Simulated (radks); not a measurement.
Results of a calculation; reference values are marked as such.
Mean orbital radii <r> (bohr) of the platinum ion Pt3+, [Xe] 4f14 5d7, of relativity; Dirac values are averaged over j with weights 2j + 1. Spin-unpolarised spherical Kohn-Sham, LDA (Slater exchange, Perdew-Wang correlation), point nucleus unless stated (finite: rms radius 5.427 fm), a radial shooting solver on a logarithmic mesh with Libxc functionals. A level marked "c x" has the speed of light scaled by that factor and shares open shells by 2j + 1; other Dirac levels either fill j = l - 1/2 first or share by 2j + 1.

shell  non-rel.
2s      0.08185
2p      0.06916
3s       0.2069
3p       0.1971
3d       0.1723
4s       0.4569
4p       0.4615
4d       0.4709
4f       0.5029
5s        1.045
5p        1.134
5d        1.467

Give the values at the level "Dirac, 2j+1 shares, finite nucleus".

Answer. 
shell  Dirac, 2j+1 shares, finite nucleus  change of magnitude (%)
2s                                0.07175                   -12.34
2p                                0.06470                    -6.45
3s                                 0.1867                    -9.74
3p                                 0.1872                    -5.03
3d                                 0.1705                    -1.03
4s                                 0.4153                    -9.12
4p                                 0.4408                    -4.48
4d                                 0.4687                    -0.47
4f                                 0.5162                    +2.64
5s                                 0.9490                    -9.18
5p                                  1.089                    -3.99
5d                                  1.490                    +1.58
